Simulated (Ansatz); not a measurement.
Input for Ansatz (a first-principles code): R-CCSD(T)/def2-SVP on H2S2Se (SMILES S[Se]S), a point of a torsion scan. The run froze 24 orbitals, filled d shells among them.

Ansatz 0.2 input:
```yaml
crystal:
  periodic: [false, false, false]
  atoms:
    - {symbol: S, position_ang: [1.81227662, -0.13597790, -0.21184221]}
    - {symbol: Se, position_ang: [0.41425554, -1.29638703, -1.50878749]}
    - {symbol: S, position_ang: [-1.09433001, 0.16724111, -2.02951973]}
    - {symbol: H, position_ang: [0.88232631, 0.68460559, 0.27474244]}
    - {symbol: H, position_ang: [-0.53392453, 0.67214401, -3.13580730]}
basis:
  gaussian:
    orbitals: def2-SVP
magnetization: {spin_polarized: false}
correlation: {method: ccsd_t, electrons: outside_noble_gas}
scf: {lower_state_search: off}
```

It printed:

```
WARN ansatz: RAYON_NUM_THREADS=1 ignored (pool sized by the plan → 1); use --threads N
Functional definition: HF
these checks for a lower state are left out or cut short: stability, starts, cluster_reference, orbital_swaps, neighbouring_geometries, increment
integrals: 0.06 GiB planned
735 factors; integrals over basis functions are off by at most 9.1e-4 eV
mean field: 0.24 GiB planned
mean field evaluation 1: about -86953.4889 eV, gradient 1.5e1 eV
mean field evaluation 2: about -86953.5224 eV, gradient 1.5e1 eV
mean field evaluation 4: about -86954.4607 eV, gradient 2.1e0 eV
mean field evaluation 8: about -86954.4796 eV, gradient 1.4e-4 eV
mean field -86954.47963044 eV, -3195.5181865555 hartree, gradient 5.4e-6 eV, S^2 0.000000; 0 other end points of the search recorded, 0 dependent functions left out
24 core orbitals not correlated
reference -86954.47963044 eV, -3195.5181865555 hartree; 10, 10 occupied and 44, 44 virtual orbitals, 735 factors
second order -10.28511501 eV of doubles, -0.00000000 eV of singles
coupled cluster: 0.12 GiB planned
cycle   1  -11.10154175 eV  change   -8.2e-1 eV  update   7.9e-2
cycle   2  -11.43317708 eV  change   -3.3e-1 eV  update   2.5e-2
cycle   3  -11.47895012 eV  change   -4.6e-2 eV  update   1.0e-2
cycle   4  -11.47752683 eV  change    1.4e-3 eV  update   3.3e-3
cycle   5  -11.47716973 eV  change    3.6e-4 eV  update   1.7e-3
cycle   6  -11.47674894 eV  change    4.2e-4 eV  update   7.0e-4
cycle   7  -11.47671127 eV  change    3.8e-5 eV  update   2.3e-4
cycle   8  -11.47677074 eV  change   -5.9e-5 eV  update   9.9e-5
cycle   9  -11.47676653 eV  change    4.2e-6 eV  update   4.4e-5
cycle  10  -11.47676158 eV  change    5.0e-6 eV  update   1.7e-5
perturbative correction -0.36133003 eV, -0.0132786338 hartree
Total energy: -86966.31772205 eV, -3195.9532283981 hartree
Checks for a lower state left out: stability, starts, cluster_reference, orbital_swaps, neighbouring_geometries, increment
```

The run converged.

Cost: roughly 2.5 core-seconds.
